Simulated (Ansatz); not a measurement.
Cost and result up the ladder for Al7 (7 atoms). The state is a doublet with charge 0. Geometry: r2SCAN-D4/def2-SVP.

```tsv
atom	x (Å)	y (Å)	z (Å)
Al1	-0.4185	0.3370	2.0979
Al2	0.7573	-2.3184	-1.3480
Al3	1.4739	0.1173	-1.5791
Al4	0.9107	-1.6248	1.1002
Al5	-0.8507	-0.3644	-0.4158
Al6	0.1455	2.0806	-0.5834
Al7	-2.0181	1.7728	0.7283
```

Ansatz on 4 threads of Intel Xeon 6975P-C on a shared host. Times are rough, and most runs start from the orbitals of an earlier one. PBE0-D4/def2-TZVP serves as the yardstick here, not as an exact answer. Binding counts from free atoms at the same level (Al doublet; other spins of the atoms weren't run), without zero-point energy or a counterpoise term.

B3LYP takes the VWN-RPA correlation. Another isomer (doublet) lies 1.28 eV lower at PBE0-D4/def2-TZVP; other spin states weren't run for this one.

Run but left out: CCSD(T)/def2-SVP (⟨S²⟩ 1.97, where a pure state has 0.75).

| level | functions | wall time | binding energy per atom (eV) | difference from PBE0-D4/def2-TZVP (eV) | remarks |
| --- | --- | --- | --- | --- | --- |
| PBE-D4/def2-TZVP (with forces) | 259 | 7 s | 2.14 | 0.10 | – |
| B3LYP-D4/def2-TZVP | 259 | 22 s | 1.77 | -0.28 | – |
| ωB97X-V/def2-TZVP | 259 | 46 s | 1.81 | -0.24 | spin-contaminated (⟨S²⟩ 1.05) |
| PBE0-D4/def2-TZVP | 259 | 61 s | 2.05 | 0.00 | – |
| r2SCAN-D4/def2-TZVP | 259 | 63 s | 2.14 | 0.09 | spin-contaminated (⟨S²⟩ 0.84) |
